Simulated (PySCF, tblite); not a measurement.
Species: 4-chlorophenyl methyl sulfone, C₇H₇ClO₂S.
Z-matrix (Å and degrees, GFN2-xTB geometry), rows numbered from 1:
```
C 
S   1  1.8179
O   2  1.4365  1  108.30
O   2  1.4365  1  108.35  3  -129.76
C   2  1.7968  1  102.83  3   115.04
C   5  1.3815  2  119.11  1   -89.46
C   6  1.3838  5  119.54  2   178.68
C   7  1.3890  6  119.12  5     0.07
Cl  8  1.7229  7  119.36  6  -179.85
C   8  1.3890  7  121.28  6     0.33
C   5  1.3816  2  119.48  1    89.60
H   1  1.0821  2  108.09  3   -54.60
H   1  1.0831  2  107.72  3    64.93
H   1  1.0821  2  108.14  3  -175.49
H   6  1.0786  5  118.94  2    -2.48
H   7  1.0784  6  120.87  5   179.86
H  10  1.0785  8  119.98  7   179.35
H  11  1.0786  5  119.03  2     2.37
```

Computed, not measured: PBE0/pcSseg-1 in PySCF (dipole) on a GFN2-xTB geometry, gas phase.

Take the most abundant isotopes and a rigid rotor. The values belong to one conformer with, in the numbering `[CH3:1][S:2](=[O:3])(=[O:4])[c:5]1[cH:6][cH:7][c:8]([Cl:9])[cH:10][cH:11]1`, C1–S2–C5–C6 -89°.

Problem. What are A, B and C (cm⁻¹)?

Solution. Ia = 199.33, Ib = 1266.37, Ic = 1344.41 u·Å²; 505379 MHz·u·Å²/I gives 2535, 399.1 and 375.9 MHz, that is A = 0.08457, B = 0.01331, C = 0.01254 cm⁻¹.

Problem. Classify the top.

Solution. A near-prolate asymmetric top. Ray's parameter κ = (2B − A − C)/(A − C) = -0.979; −1 is the prolate and +1 the oblate limit.

Problem. Is it planar, by Δ = Ic − Ia − Ib?

Solution. Not planar: Δ = Ic − Ia − Ib = -121.28 u·Å². For a rigid frame Δ = −2 Σ m c², so Σ m c² = 60.64 u·Å² lies off the ab plane: 12.20 from hydrogen and 48.44 from heavier atoms. The atom farthest from that plane is 2.12 Å away.

Problem. Give the other two planar moments, Paa and Pbb, and the rms extents of the mass along the axes.

Solution. Paa = Σ m a² = (Ib + Ic − Ia)/2 = 1205.73 and Pbb = Σ m b² = (Ia + Ic − Ib)/2 = 138.69 u·Å². With the mass M = 189.99 u, the rms extents √(P/M) along a, b and c are 2.52, 0.85, 0.56 Å.

Problem. Give the coordinates in the principal-axis frame, origin at the centre of mass.

Solution. The sense of each axis is arbitrary; atoms in the order of the calculation.
```json
{"atom": "C1", "mass (u)": "12.000", "a (Å)": "2.724", "b (Å)": "-0.005", "c (Å)": "1.676"}
{"atom": "S2", "mass (u)": "31.972", "a (Å)": "2.307", "b (Å)": "0.000", "c (Å)": "-0.094"}
{"atom": "O3", "mass (u)": "15.995", "a (Å)": "2.762", "b (Å)": "-1.235", "c (Å)": "-0.668"}
{"atom": "O4", "mass (u)": "15.995", "a (Å)": "2.770", "b (Å)": "1.234", "c (Å)": "-0.664"}
{"atom": "C5", "mass (u)": "12.000", "a (Å)": "0.510", "b (Å)": "0.004", "c (Å)": "-0.080"}
{"atom": "C6", "mass (u)": "12.000", "a (Å)": "-0.164", "b (Å)": "-1.202", "c (Å)": "-0.066"}
{"atom": "C7", "mass (u)": "12.000", "a (Å)": "-1.548", "b (Å)": "-1.209", "c (Å)": "-0.028"}
{"atom": "C8", "mass (u)": "12.000", "a (Å)": "-2.230", "b (Å)": "0.000", "c (Å)": "-0.005"}
{"atom": "Cl9", "mass (u)": "34.969", "a (Å)": "-3.952", "b (Å)": "-0.002", "c (Å)": "0.047"}
{"atom": "C10", "mass (u)": "12.000", "a (Å)": "-1.551", "b (Å)": "1.212", "c (Å)": "-0.027"}
{"atom": "C11", "mass (u)": "12.000", "a (Å)": "-0.167", "b (Å)": "1.208", "c (Å)": "-0.063"}
{"atom": "H12", "mass (u)": "1.008", "a (Å)": "2.306", "b (Å)": "-0.900", "c (Å)": "2.117"}
{"atom": "H13", "mass (u)": "1.008", "a (Å)": "3.804", "b (Å)": "-0.008", "c (Å)": "1.759"}
{"atom": "H14", "mass (u)": "1.008", "a (Å)": "2.310", "b (Å)": "0.890", "c (Å)": "2.122"}
{"atom": "H15", "mass (u)": "1.008", "a (Å)": "0.403", "b (Å)": "-2.118", "c (Å)": "-0.105"}
{"atom": "H16", "mass (u)": "1.008", "a (Å)": "-2.096", "b (Å)": "-2.138", "c (Å)": "-0.018"}
{"atom": "H17", "mass (u)": "1.008", "a (Å)": "-2.102", "b (Å)": "2.139", "c (Å)": "-0.020"}
{"atom": "H18", "mass (u)": "1.008", "a (Å)": "0.397", "b (Å)": "2.126", "c (Å)": "-0.098"}
```

Problem. Which types of transition are allowed, and where do some lines up to J = 3 fall?

Solution. The dipole components are |μa| = 2.03 D, |μb| = 0.00 D, |μc| = 3.56 D; the mirror of this Cs structure is the ac plane, so μb vanishes by symmetry and there are no b-type lines. The squared components, which scale the intensities, stand as 0.32 : 1.00 (a : c). Some lines, for components of 0.1 D or more:

```tsv
type	branch	J(Ka,Kc)	MHz	lower level (cm⁻¹)
a	R	1(0,1) ← 0(0,0)	775	0.000
a	R	2(1,2) ← 1(1,1)	1527	0.097
a	R	2(0,2) ← 1(0,1)	1550	0.026
a	R	2(1,1) ← 1(1,0)	1573	0.098
c	Q	3(1,3) ← 3(0,3)	2079	0.155
c	Q	2(1,2) ← 2(0,2)	2113	0.078
c	Q	1(1,1) ← 1(0,1)	2136	0.026
a	R	3(1,3) ← 2(1,2)	2290	0.148
a	R	3(0,3) ← 2(0,2)	2324	0.078
a	R	3(2,2) ← 2(2,1)	2325	0.364
a	R	3(2,1) ← 2(2,0)	2326	0.364
a	R	3(1,2) ← 2(1,1)	2360	0.150
c	R	1(1,0) ← 0(0,0)	2934	0.000
c	R	2(1,1) ← 1(0,1)	3733	0.026
c	Q	2(2,1) ← 2(1,1)	6409	0.150
c	R	2(2,1) ← 1(1,1)	8005	0.097
c	R	3(2,1) ← 2(1,1)	8735	0.150
c	R	3(2,2) ← 2(1,2)	8803	0.148
c	Q	3(3,1) ← 3(2,1)	10739	0.442
c	R	3(3,0) ← 2(2,0)	13064	0.364
c	R	3(3,1) ← 2(2,1)	13065	0.364
```

Problem. Estimate the classical rotational partition function at 10 K, 50 K and 298.15 K.

Solution. Point group Cs, symmetry number σ = 1; q = (√π/σ)·√((kT/h)³/(ABC)), k/h = 20836.6 MHz/K: 8640 at 10 K, 96600 at 50 K, 1410000 at 298.15 K.

Its GFN2-xTB frequencies are all real (lowest 31 cm⁻¹). These are rigid-rotor constants of the computed structure; measured ground-state constants (B0) also hold zero-point vibration. A rigid rotor knows nothing of internal rotation, which can split or shift real lines. Quadrupole hyperfine structure (35Cl) is left out.
